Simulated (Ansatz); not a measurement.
Consider the ligand exchange at the Si–S bond: `F[Si](S)(Cl)Cl` + `N[SiH2]F` → `F[SiH2]N[Si](F)(Cl)Cl` + H₂S.

Isolated molecules relaxed with PBE0-D4/def2-TZVP in Ansatz; ΔE leaves out vibrations. CCSD(T)/CBS adds triple-zeta CCSD(T) − MP2 to the extrapolated MP2 energy (def2 sets, frozen cores). This one scheme is used for every species. DFT in def2-TZVPP. B3LYP here is the variant with VWN-RPA as its local correlation; programs differ in this. Each species was taken in one conformer, which may not be the lowest.

Task: Is it downhill or uphill in electronic energy at CCSD(T)/CBS, and by how much? (An estimate is asked.)

Result: The calculation gave: Downhill: ΔE = -0.17 eV.

Task: What do these levels give: PBE-D4, r2SCAN0-D4, BHLYP-D4, CAM-B3LYP-D4, BLYP, B3LYP, BHLYP, CAM-B3LYP, MP2/def2-TZVPP, SCS-MP2/def2-TZVPP, HF/def2-QZVPP, SCS-MP2/def2-QZVPP? (Estimate.)

Result: Ansatz gave: PBE-D4 -0.04, r2SCAN0-D4 -0.15, BHLYP-D4 -0.22, CAM-B3LYP-D4 -0.21, BLYP -0.08, B3LYP -0.12, BHLYP -0.19, CAM-B3LYP -0.17, MP2/def2-TZVPP -0.17, SCS-MP2/def2-TZVPP -0.20, HF/def2-QZVPP -0.28, SCS-MP2/def2-QZVPP -0.18 eV.

Largest T1 diagnostic among the species: 0.011.

The D4 term adds −0.05 eV with B3LYP and −0.03 eV with PBE0; it sums over pairs of atoms, weighted by their polarisabilities, and B3LYP, whose exchange is more repulsive, gets the larger term. In def2-TZVPP, CCSD(T) changes the Hartree–Fock value by +0.06 eV (the triples alone add +0.02 eV) and MP2 by +0.10 eV.
